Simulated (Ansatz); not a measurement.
Total energies of In(H2S)H3 (InH₅S) from Ansatz at PBE0-D4/def2-TZVP, gas phase (1 Eh = 27.2114 eV = 2625.5 kJ/mol). The reference geometry is relaxed at r2SCAN-D4/def2-TZVP.

```csv
state,geometry,energy (Eh)
charge 0 singlet,reference,-591.16524
charge 1 doublet,reference,-590.80540
free In atom (doublet),–,-190.11398
free S atom (triplet),–,-397.97371
free H atom (doublet),–,-0.50104
```

In the def2 sets In takes a core potential; there is no spin–orbit coupling.

**Question.** Work out the vertical ionisation energy to the doublet.

**Answer.** E(charge 1 doublet) − E(charge 0 singlet) = -590.80540 − (-591.16524) = 0.35984 Eh = 9.79 eV. For comparison, −ε of the highest occupied level is 7.63 eV at this level, 2.16 eV less.

**Question.** What is the binding energy per atom against free atoms?

**Answer.** Atoms: 1 × (-190.11398) + 1 × (-397.97371) + 5 × (-0.50104) = -590.59289 Eh. Binding: -590.59289 − (-591.16524) = 0.57235 Eh = 15.57 eV, or 2.22 eV for each of 7 atoms (no zero-point energy, no counterpoise term).
